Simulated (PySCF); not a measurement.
**Cd³⁺: fine-structure interval**

Cd³⁺ [Kr] 4d9 [4d3/2^4 4d5/2^5, M_J = 5/2] → Cd³⁺ [Kr] 4d9 [4d3/2^3 4d5/2^6, M_J = 3/2], as a difference of total energies. All numbers are calculated (PySCF 2.14, the two-component X2C-1e Hamiltonian, in x2c-TZVPall-2c (8s9p7d1f, 77 functions)). Correlated levels: [Ar] 3d10 frozen; the 6 highest virtual spinors dropped. "Screened" scales the spin-orbit matrix elements by Boettger's factors to mimic the two-electron term; Breit and QED terms are absent.

```csv
method,fine-structure interval (cm⁻¹)
GHF (screened spin-orbit),5974.1
GMP2 (screened spin-orbit),6302.9
GHF (bare spin-orbit),7627.4
```
